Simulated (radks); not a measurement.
Values are calculated unless marked as measured or tabulated.
Neutral antimony inside a hard spherical wall (all orbitals vanish at R), configuration held at [Kr] 4d10 5s2 5p3 and not refilled when levels cross. Code: a radial shooting solver on a logarithmic mesh with Libxc functionals. Model: scalar-relativistic Kohn-Sham, PBEsol, spin-polarised, spherical densities, finite nucleus; open shells are filled with parallel spins first (spin-orbit coupling, left out, can overturn this in heavy ions); Fermi nuclear charge, rms radius 4.6802 fm. Eigenvalues in eV for spin up, with the zero of energy where the potential of the charges vanishes at infinity; a dash marks a level that is unbound or too diffuse for the functional's potential to be trusted. A positive occupied level is held by the wall or, in an anion where self-interaction has pushed it up, behind a barrier. The pressure on the wall is -dE/dV.

R (bohr) = free: E (hartree) -6478.49949; kinetic (hartree) 6774.896; e(4p) -101.41; e(4d) -33.301; e(5s) -13.461; e(5p) -5.472; e(6s, empty) -; e(5d, empty) -; pressure (GPa) 0
R (bohr) = 20: E (hartree) -6478.49949; kinetic (hartree) 6774.896; e(4p) -101.41; e(4d) -33.301; e(5s) -13.461; e(5p) -5.472; e(6s, empty) -; e(5d, empty) -; pressure (GPa) < 0.0001
R (bohr) = 15: E (hartree) -6478.49949; kinetic (hartree) 6774.896; e(4p) -101.41; e(4d) -33.301; e(5s) -13.461; e(5p) -5.472; e(6s, empty) -0.470; e(5d, empty) 0.871; pressure (GPa) < 0.0001
R (bohr) = 8: E (hartree) -6478.49647; kinetic (hartree) 6774.923; e(4p) -101.23; e(4d) -33.125; e(5s) -13.323; e(5p) -5.330; e(6s, empty) 1.474; e(5d, empty) 2.462; pressure (GPa) 0.137
R (bohr) = 7: E (hartree) -6478.48903; kinetic (hartree) 6774.976; e(4p) -100.94; e(4d) -32.840; e(5s) -13.108; e(5p) -5.092; e(6s, empty) 3.061; e(5d, empty) 3.373; pressure (GPa) 0.624
R (bohr) = 6: E (hartree) -6478.46259; kinetic (hartree) 6775.139; e(4p) -100.21; e(4d) -32.133; e(5s) -12.581; e(5p) -4.462; e(6s, empty) 6.306; e(5d, empty) 5.092; pressure (GPa) 3.06
R (bohr) = 4: E (hartree) -6477.96582; kinetic (hartree) 6777.416; e(4p) -94.257; e(4d) -26.409; e(5s) -7.562; e(5p) 2.145; e(6s, empty) 31.664; e(5d, empty) 17.563; pressure (GPa) 111
R (bohr) = 3: E (hartree) -6476.05168; kinetic (hartree) 6784.707; e(4p) -83.721; e(4d) -16.447; e(5s) 5.408; e(5p) 18.887; e(6s, empty) 84.779; e(5d, empty) 43.393; pressure (GPa) 1060
R (bohr) = 2.5: E (hartree) -6472.57753; kinetic (hartree) 6797.214; e(4p) -71.738; e(4d) -4.821; e(5s) 25.280; e(5p) 43.251; e(6s, empty) 152.03; e(5d, empty) 76.457; pressure (GPa) 4200
